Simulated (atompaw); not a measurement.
# Plane-wave convergence, PAW (atompaw) potential for hafnium

```json
{"Element": "hafnium", "Generator": "atompaw 4.2.0.5", "Type": "PAW", "Functional": "LDA (PW92)", "Relativity": "scalar-relativistic", "Frozen core": "[Xe] 4f14", "Valence charge": "4", "Reference configuration": "5d2 6s2 6p0", "Partial waves": "6s (bound): rc 3.00 bohr; 6s channel at 2.15 Ry: rc 3.00 bohr; 6p (bound, empty): rc 3.00 bohr; 6p channel at 5.05 Ry: rc 3.00 bohr; 5d (bound): rc 3.00 bohr; 5d channel at 1.2 Ry: rc 3.00 bohr", "Local potential": "troulliermartins scheme with l = 3 at -0.5 Ry, radius 2.80 bohr", "Core correction": "smooth core density matched at 2.05 bohr", "Augmentation charge": "gaussian compensation charge, radius 2.80 bohr; PAW radius 3.00 bohr; waves and projectors: custom polynom2 7 10 vanderbiltortho"}
```

The pseudo-atom Hamiltonian at the reference potential is diagonalised in spherical Bessel functions j_l(qr) that vanish at 20 bohr, with q² up to the cutoff. All-electron valence levels (Ry): 6s -0.3867, 6p -0.1077, 5d -0.2110.

Q: How do the lowest levels (Ry) of each channel move with the cutoff, and are there ghosts?

A:

| cutoff (Ry) | s #1 | s #2 | s #3 | p #1 | p #2 | d #1 | d #2 | f #1 | Σ f·Δε (mRy) |
| --- | --- | --- | --- | --- | --- | --- | --- | --- | --- |
| 8 | -0.3877 | -0.0040 | 0.0819 | -0.1075 | 0.0473 | -0.1901 | 0.0574 | 0.1050 | 43.5 |
| 10 | -1.3490 | -0.3865 | 0.0005 | -0.1076 | 0.0473 | -0.2028 | 0.0569 | 0.1050 | 16.7 |
| 15 | -3.2055 | -0.3866 | 0.0004 | -0.1076 | 0.0473 | -0.2083 | 0.0566 | 0.1050 | 5.4 |
| 18 | -3.7675 | -0.3867 | 0.0004 | -0.1076 | 0.0473 | -0.2090 | 0.0566 | 0.1050 | 3.9 |
| 25 | -4.0412 | -0.3867 | 0.0004 | -0.1077 | 0.0473 | -0.2103 | 0.0566 | 0.1050 | 1.3 |
| 30 | -4.1078 | -0.3867 | 0.0004 | -0.1077 | 0.0473 | -0.2104 | 0.0565 | 0.1050 | 1.1 |
| 40 | -4.1251 | -0.3867 | 0.0004 | -0.1077 | 0.0473 | -0.2107 | 0.0565 | 0.1050 | 0.4 |
| 45 | -4.1258 | -0.3867 | 0.0004 | -0.1077 | 0.0473 | -0.2108 | 0.0565 | 0.1050 | 0.3 |
| 400 | -4.1278 | -0.3867 | 0.0004 | -0.1077 | 0.0473 | -0.2109 | 0.0565 | 0.1050 | 0.0 |

Result: ghost state, extra bound levels that the all-electron valence spectrum of the same l lacks: s at -56.2 eV (a true bound ghost makes a file unfit for plane-wave use); 10 mRy is reached at 12 Ry and 1 mRy at 35 Ry.
